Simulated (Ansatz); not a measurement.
Gas-phase electronic energies from Ansatz, PBE0-D4/def2-TZVP geometries. CBS: MP2 limit from def2 TZ/QZ plus the TZ coupled-cluster correction, frozen cores. This one scheme is used for every species. Functionals use def2-TZVPP. B3LYP here is the variant with VWN-RPA as its local correlation; programs differ in this. One conformer a species, not always the lowest.

Consider the redistribution: `C[SiH2][B](N)[AlH2]` + `BF` → `[BH2][AlH2]` + `C[SiH2]B(N)F`.

CCSD(T)/CBS gives +16.5 kJ/mol.

Question: Another level gave +13.9 kJ/mol. Which?
A. B2PLYP/def2-TZVPP
B. B3LYP/def2-TZVPP
C. MP2/def2-TZVPP
D. HF/def2-TZVPP

Answer: A. B2PLYP 13.9, HF/def2-TZVPP -3.2, MP2/def2-TZVPP 21.1, B3LYP 9.6 kJ/mol.

Largest T1 diagnostic among the species: 0.013.

In def2-TZVPP, CCSD(T) changes the Hartree–Fock value by +20.2 kJ/mol (the triples alone add +4.7 kJ/mol) and MP2 by +24.3 kJ/mol. The D4 term adds +5.7 kJ/mol with B3LYP and +3.3 kJ/mol with PBE0; it sums over pairs of atoms, weighted by their polarisabilities, and B3LYP, whose exchange is more repulsive, gets the larger term.
